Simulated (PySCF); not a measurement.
The same groups moved round the core (quinoline fluoro+boryl). Isolated molecules, 0 K electronic values unless said otherwise. One relaxed conformer stands for each flexible species; it need not be the lowest. Strings in code marks are SMILES.

Quantity: electronic energy of isomers of C9H7BFN relative to `Bc1cc2ccccc2nc1F`, in kcal/mol.

Case: `Bc1ccc(F)c2ncccc12`. Geometry of `Bc1ccc(F)c2ncccc12` (neutral, multiplicity 1, Å):

```xyz
19

B     -1.6939     2.1372    -0.2817
C     -1.2143     0.6944    -0.0739
C     -2.1795    -0.3024     0.1084
C     -1.8535    -1.6566     0.3114
C     -0.5277    -2.0296     0.3328
F     -0.2076    -3.3012     0.5234
C      0.5292    -1.0847     0.1545
N      1.8053    -1.5406     0.1887
C      2.7751    -0.6693     0.0236
C      2.5531     0.7147    -0.1869
C      1.2592     1.1868    -0.2228
C      0.1734     0.2878    -0.0501
H     -0.9397     3.0642    -0.4399
H     -2.8803     2.3589    -0.2864
H     -3.2340    -0.0178     0.0931
H     -2.6223    -2.4182     0.4522
H      3.8004    -1.0578     0.0544
H      3.4024     1.3886    -0.3177
H      1.0548     2.2454    -0.3830
```

Question: Give the electronic energy of isomers of C9H7BFN relative to `Bc1cc2ccccc2nc1F` at the level B3LYP/3-21G // B3LYP-D3(BJ)/def2-SVP (PySCF).

Answer: 8.49 kcal/mol.
